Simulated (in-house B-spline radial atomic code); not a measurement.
Cd²⁺. Computed with a B-spline radial atomic code. Model: all-electron spherical atom, spin shells full or empty, radial basis limit, no spin-orbit coupling: exact exchange with a local potential (Slater, KLI or optimised effective potential, whose far tail is KLI's), no correlation.

Exchange potential has not reached -1/r at the last radius.

The run also made RPA and GW results, which its time includes.

The Slater potential averages the orbital exchange potentials with the orbital densities as weights, KLI adds orbital constants, and the optimised effective potential minimises the exact-exchange energy among local potentials. So their energies lie above Hartree-Fock in the order OEP, KLI, Slater. All fall off as −1/r, unlike LDA and GGA exchange.

Command:
```bash
python run_gw.py task.json out
```
Settings (nuclear radius in fm, other lengths in bohr, energies in hartree):
```
Z                      48
electrons              46
configuration          [Kr] 4d10
hamiltonian            x2c
method                 kli
lmax                   9
rms_radius             4.6087
spin_polarised         False
box_radius             17.55
intervals              102
```

Run time, properties included: 7.2 s on 1 thread of Intel(R) Xeon(R) Platinum 8488C (Sapphire Rapids) (shared host).

Given: hamiltonian one-electron scalar X2C; mean-field start exchange-only KLI.

Computed: energy above Hartree-Fock 20.67 millihartree.

```json
{"radius (bohr)": "0.00104", "r times exchange potential (hartree bohr)": "-0.044967"}
{"radius (bohr)": "0.0013", "r times exchange potential (hartree bohr)": "-0.056074"}
{"radius (bohr)": "0.00163", "r times exchange potential (hartree bohr)": "-0.070064"}
{"radius (bohr)": "0.00204", "r times exchange potential (hartree bohr)": "-0.08725"}
{"radius (bohr)": "0.00256", "r times exchange potential (hartree bohr)": "-0.1087"}
{"radius (bohr)": "0.0032", "r times exchange potential (hartree bohr)": "?"}
{"radius (bohr)": "0.00401", "r times exchange potential (hartree bohr)": "-0.1661"}
{"radius (bohr)": "0.00502", "r times exchange potential (hartree bohr)": "-0.20371"}
{"radius (bohr)": "0.00628", "r times exchange potential (hartree bohr)": "-0.24765"}
{"radius (bohr)": "0.00786", "r times exchange potential (hartree bohr)": "-0.29786"}
{"radius (bohr)": "0.00984", "r times exchange potential (hartree bohr)": "-0.35302"}
{"radius (bohr)": "0.0123", "r times exchange potential (hartree bohr)": "-0.40978"}
{"radius (bohr)": "0.0154", "r times exchange potential (hartree bohr)": "-0.46403"}
{"radius (bohr)": "0.0193", "r times exchange potential (hartree bohr)": "-0.50845"}
{"radius (bohr)": "0.0242", "r times exchange potential (hartree bohr)": "-0.53459"}
{"radius (bohr)": "0.0303", "r times exchange potential (hartree bohr)": "-0.53816"}
{"radius (bohr)": "0.0379", "r times exchange potential (hartree bohr)": "-0.53306"}
{"radius (bohr)": "0.0474", "r times exchange potential (hartree bohr)": "-0.5635"}
{"radius (bohr)": "0.0594", "r times exchange potential (hartree bohr)": "-0.66415"}
{"radius (bohr)": "0.0743", "r times exchange potential (hartree bohr)": "-0.79918"}
{"radius (bohr)": "0.093", "r times exchange potential (hartree bohr)": "-0.91038"}
{"radius (bohr)": "0.116", "r times exchange potential (hartree bohr)": "-0.95255"}
{"radius (bohr)": "0.146", "r times exchange potential (hartree bohr)": "-0.92271"}
{"radius (bohr)": "0.183", "r times exchange potential (hartree bohr)": "-0.94496"}
{"radius (bohr)": "0.228", "r times exchange potential (hartree bohr)": "-1.1344"}
{"radius (bohr)": "0.286", "r times exchange potential (hartree bohr)": "-1.3413"}
{"radius (bohr)": "0.358", "r times exchange potential (hartree bohr)": "?"}
{"radius (bohr)": "0.448", "r times exchange potential (hartree bohr)": "-1.2212"}
{"radius (bohr)": "0.561", "r times exchange potential (hartree bohr)": "-1.0047"}
{"radius (bohr)": "0.702", "r times exchange potential (hartree bohr)": "-1.1985"}
{"radius (bohr)": "0.879", "r times exchange potential (hartree bohr)": "-1.4769"}
{"radius (bohr)": "1.1", "r times exchange potential (hartree bohr)": "-1.5876"}
{"radius (bohr)": "1.38", "r times exchange potential (hartree bohr)": "-1.5323"}
{"radius (bohr)": "1.72", "r times exchange potential (hartree bohr)": "-1.3939"}
{"radius (bohr)": "2.16", "r times exchange potential (hartree bohr)": "-1.2486"}
{"radius (bohr)": "2.7", "r times exchange potential (hartree bohr)": "-1.1441"}
{"radius (bohr)": "3.38", "r times exchange potential (hartree bohr)": "-1.0787"}
```

(1) What belongs in the row 0.0032?

(2) What belongs in the row 0.358?

```tsv
occupied	level (hartree)	Hartree-Fock level (hartree)
1s	-973.78	-987.27
2s	-145.49	-150.4
2p	-130.71	-134.83
3s	-28.03	-29.982
3p	?	?
3d	?	?
4s	-4.8533	-5.418
4p	-3.4329	-3.7994
4d	-1.3975	-1.3989
```

(3) What belongs in the row 3p?

(4) What belongs in the row 3d?

```tsv
empty	level (hartree)
5s	-1.0186
5p	-0.75381
6s	?
5d	-0.44333
```

(5) What belongs in the row 6s?

Answers

(1) r times exchange potential (hartree bohr): -0.1345.

(2) r times exchange potential (hartree bohr): -1.3896.

(3) level (hartree): -23.17; Hartree-Fock level (hartree): -24.738.

(4) level (hartree): -15.537; Hartree-Fock level (hartree): -16.52.

(5) level (hartree): -0.45068.

The highest level, 4d, differs from Hartree-Fock by +0.039 eV and the deepest, 1s, by +367 eV: a local potential can match the highest level but can't give each shell its own exchange.
